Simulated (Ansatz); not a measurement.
C2H5O2 (SMILES CC(O)=[OH+]), charge +1, singlet, geometry from GFN2-xTB; BLYP/cc-pVTZ (Ansatz, a first-principles code).

Here is a job for Ansatz.
Ansatz 0.2 input:
```yaml
crystal:
  periodic: [false, false, false]
  atoms:
    - {symbol: C, position_ang: [-1.39570971, 0.14320355, 0.06747928]}
    - {symbol: C, position_ang: [0.05945850, -0.01483349, -0.01819422]}
    - {symbol: O, position_ang: [0.54848620, -0.53355710, -1.06388824]}
    - {symbol: O, position_ang: [0.86748398, 0.34875759, 0.91255762]}
    - {symbol: H, position_ang: [-1.65979534, 1.20213003, 0.13754680]}
    - {symbol: H, position_ang: [-1.87942432, -0.28228953, -0.80945305]}
    - {symbol: H, position_ang: [-1.78832724, -0.33509193, 0.96785289]}
    - {symbol: H, position_ang: [1.52455054, -0.62526117, -1.09983415]}
    - {symbol: H, position_ang: [0.49274207, 0.74868836, 1.71882199]}
basis:
  gaussian:
    orbitals: cc-pVTZ
    point_charges:
      - {charge: 0.5, position_ang: [-5.2373, 1.4109, -1.6035]}
hamiltonian:
  xc: blyp
total_charge: 1
```

The log (banner, timings and long lists left out):

```
Functional definition: BLYP
962 factors; their error is unknown
mean field evaluation 1: about -6222.7946 eV, gradient 1.1e2 eV
mean field evaluation 2: about -6195.3761 eV, gradient 1.6e2 eV
mean field evaluation 4: about -6241.5661 eV, gradient 1.3e1 eV
mean field evaluation 8: about -6241.9183 eV, gradient 3.1e-1 eV
mean field evaluation 16: about -6241.8942 eV, gradient 1.6e-4 eV
mean field -6241.89416104 eV, -229.3853795103 hartree, gradient 1.9e-5 eV, S^2 0.000000; 0 other end points of the search recorded, 0 dependent functions left out
reference -6241.89442477 eV, -229.3853892024 hartree; 16, 16 occupied and 174, 174 virtual orbitals, 962 factors
Total energy: -6241.89442477 eV, -229.3853892024 hartree
```
